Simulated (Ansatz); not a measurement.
A calculation with Ansatz (development build ahead of 0.2.0).

```yaml
crystal:
  periodic: [false, false, false]
  atoms:
    - { symbol: B, position_ang: [-0.8063, -0.9819, 0.6899] }
    - { symbol: "N", position_ang: [0.2357, -0.2739, 1.3606] }
    - { symbol: B, position_ang: [1.0483, 0.7006, 0.7073] }
    - { symbol: "N", position_ang: [0.7851, 0.9561, -0.6718] }
    - { symbol: B, position_ang: [-0.2421, 0.2813, -1.3973] }
    - { symbol: "N", position_ang: [-1.0208, -0.6822, -0.6888] }
    - { symbol: H, position_ang: [-1.481, -1.8035, 1.2673] }
    - { symbol: H, position_ang: [0.405, -0.4707, 2.3381] }
    - { symbol: H, position_ang: [1.9256, 1.2869, 1.2993] }
    - { symbol: H, position_ang: [1.3491, 1.6429, -1.1545] }
    - { symbol: H, position_ang: [-0.4446, 0.5167, -2.5666] }
    - { symbol: H, position_ang: [-1.7542, -1.1723, -1.1836] }
basis:
  gaussian: { orbitals: def2-SVP }
total_charge: 1
magnetization:
  spin_polarized: true
  initial_magnetization: 1
hamiltonian:
  xc: hf
output:
  forces: true
```

The input is written out in the form of the current development build from the run's settings.

Results

- Converged: yes
- Total energy: -240.64640 hartree
- Spin squared of the determinant: 0.771
- Stability test: minimum

Forces (eV/Å):
| atom | Fx | Fy | Fz |
| --- | --- | --- | --- |
| B1 | -3.952 | -2.467 | -3.150 |
| N2 | 0.444 | -0.518 | 2.570 |
| B3 | 2.875 | 3.725 | -3.083 |
| N4 | 0.718 | -0.096 | 2.087 |
| B5 | -0.279 | 0.326 | -1.616 |
| N6 | 0.001 | -0.747 | 2.082 |
| H7 | 0.505 | 0.478 | -0.052 |
| H8 | 0.024 | -0.028 | 0.139 |
| H9 | -0.526 | -0.457 | -0.062 |
| H10 | -0.190 | -0.271 | 0.274 |
| H11 | 0.092 | -0.107 | 0.531 |
| H12 | 0.288 | 0.162 | 0.279 |

Caution: the determinant breaks the point group.
